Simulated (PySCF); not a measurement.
# Radial density of Sb⁺ (antimony, charge +1)

UHF, [Kr] 4d10 5s2 5p2, high-spin 3P determinant. All numbers are calculated (PySCF 2.14, a scalar-relativistic core potential, in cc-pVTZ-PP with ECP28MDF (5s4p3d1f, 39 functions)). This is the valence pseudo-density: the core potential removes the inner electrons and smooths the orbitals near the nucleus.

| r (bohr) | 4πr²ρ (e/bohr) | 4πr²(ρα − ρβ) |
| --- | --- | --- |
| 0.00430 | 2.577e-05 | 0.0000 |
| 0.00723 | 6.758e-05 | 0.0000 |
| 0.0122 | 0.0001585 | 0.0000 |
| 0.0204 | 0.0003096 | 0.0000 |
| 0.0344 | 0.0005267 | 0.0000 |
| 0.0578 | 0.0008679 | 0.0000 |
| 0.0973 | 0.003366 | 0.0000 |
| 0.164 | 0.03471 | 0.0001 |
| 0.275 | 0.5508 | 0.0021 |
| 0.463 | 8.235 | 0.0590 |
| 0.779 | 24.67 | 0.0731 |
| 1.31 | 8.898 | 0.1629 |
| 2.20 | 2.498 | 0.9754 |
| 3.71 | 0.5159 | 0.3563 |
| 6.23 | 0.01444 | 0.0128 |
| 10.5 | 4.771e-05 | 0.0000 |

Energies and moments cover only the electrons outside the core potential.
